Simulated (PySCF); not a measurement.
Computed spin Hamiltonian

Compound: C6H9N2 (doublet state).
Structure used (GFN2-xTB), in Å, numbered top down from 1:
```xyz
17
C6H9N2 angstrom
N      2.452   -0.733    0.523
C      1.250   -0.100    0.221
C      1.162    1.241   -0.010
C     -0.072    1.865   -0.233
C     -1.253    1.113   -0.214
C     -1.238   -0.230    0.021
N     -2.386   -1.015   -0.035
C      0.037   -0.980    0.263
H      2.509   -1.702    0.246
H      3.277   -0.204    0.281
H      2.066    1.834   -0.022
H     -0.112    2.926   -0.419
H     -2.200    1.606   -0.388
H     -3.250   -0.497    0.026
H     -2.374   -1.836    0.552
H     -0.008   -1.489    1.242
H      0.132   -1.786   -0.485
```

The hyperfine couplings belong to this conformer and change with its torsions.

The species is `N[C]1C=CC=C(N)C1` [radical].

The calculation used UKS B3LYP, pcH-1 on C H N, non-relativistic, mean-field spin-orbit, GIAO (PySCF). Isolated species at its GFN2-xTB geometry, gas phase. The geometry wasn't refined by DFT: couplings that depend on bond lengths, twists or pyramidal angles can differ widely from those at the functional's own minimum. No stability test was run, so a lower SCF solution isn't excluded. ⟨S²⟩ is 0.779 where a pure state has 0.75.

| Property | Result |
| --- | --- |
| g1, g2, g3 | 2.00216, 2.00289, 2.00316 |
| g_iso | 2.00274 |
| Form of g | rhombic: the two nearest values differ by 27 % of g3 − g1 |
| ⟨S²⟩ | 0.7791 (exact 0.7500) |
| α and β electrons | 30, 29 |

Hyperfine couplings atom by atom, in 10⁻⁴ cm⁻¹; T1 to T3 are the principal values of the dipolar part; ρ(0) is the spin density at the nucleus (1 × 10⁻⁴ cm⁻¹ = 2.998 MHz):

```
atom  isotope  a_iso     T1     T2    T3  Mulliken spin population  ρ(0) (bohr⁻³)
  N1      14N    3.2   -1.4   -1.2   2.6                      0.06         0.0301
  C2      13C   10.7  -10.3   -9.8  20.1                      0.34         0.0285
  C3      13C  -11.3   -6.9    3.0   3.9                     -0.19        -0.0303
  C4      13C   14.9  -13.7  -12.9  26.5                      0.51         0.0397
  C5      13C  -11.3   -6.9    3.0   3.9                     -0.19        -0.0302
  C6      13C   10.7  -10.3   -9.8  20.1                      0.34         0.0286
  N7      14N    3.3   -1.4   -1.2   2.6                      0.06         0.0302
  C8      13C  -10.6   -0.5    0.1   0.4                     -0.07        -0.0282
  H9       1H    4.1   -1.2   -0.8   2.0                      0.01         0.0028
 H10       1H    0.3   -1.5   -0.8   2.4                      0.00         0.0002
 H11       1H    2.8   -1.3   -0.2   1.5                      0.01         0.0019
 H12       1H  -11.3   -6.7    0.1   6.6                     -0.02        -0.0076
 H13       1H    2.8   -1.3   -0.2   1.5                      0.01         0.0019
 H14       1H    0.3   -1.5   -0.8   2.4                      0.00         0.0002
 H15       1H    4.1   -1.2   -0.8   2.0                      0.01         0.0028
 H16       1H   38.3   -1.0    0.3   0.7                      0.06         0.0257
 H17       1H   38.2   -1.0    0.3   0.7                      0.06         0.0256
```

Largest spin populations (Mulliken): C4 (+0.51), C2 (+0.34), C6 (+0.34) and C3 (-0.19). Three atoms exceed +0.15. The positive populations add up to 1.47 and the negative ones to -0.47, together 2S = 1. The angles at C4 add up to 360.0°, so it is planar.

C2, the radical centre as drawn in `N[C]1C=CC=C(N)C1`, holds a spin population of +0.34 out of 1.

Axes: g3 points within 1° of the C4–H12 bond.

Under fast tumbling the dipolar parts average out, and these isotropic splittings remain: 2 × 1H (H16/H17, I = 1/2, 3 lines) with 4.09 mT, 1 × 1H (H12, I = 1/2, 2 lines) with 1.21 mT, 2 × 14N (N1/N7, I = 1, 5 lines) with 0.35 mT, 2 × 1H (H11/H13, I = 1/2, 3 lines) with 0.30 mT and 4 × 1H (H9/H10/H14/H15, I = 1/2, 5 lines) with 0.24 mT.

Means are taken over nuclei equivalent by connectivity, which assumes that they swap fast. The 1H value of +6.7 MHz is a mean of couplings from 1.0 to 12.4 MHz in this one geometry, not an average over conformers.

The 13C coupling of C4 (44.6 MHz) shows only in satellite lines or after enrichment, since that isotope makes up about 1.07 % of natural carbon.

β density exceeds α density at some nuclei, such as C3/C5 (-0.0302), C8 (-0.0282) and H12 (-0.0076), spin density in bohr⁻³. In a single determinant that takes different orbitals for the two spins, that is spin polarisation.

Hardware: one thread of an Arm Neoverse V1, shared host with 32 logical CPUs at a one-minute load of 27. Cost: 87 s (with the writing of density and orbital grids), 1.0 GiB resident at most.
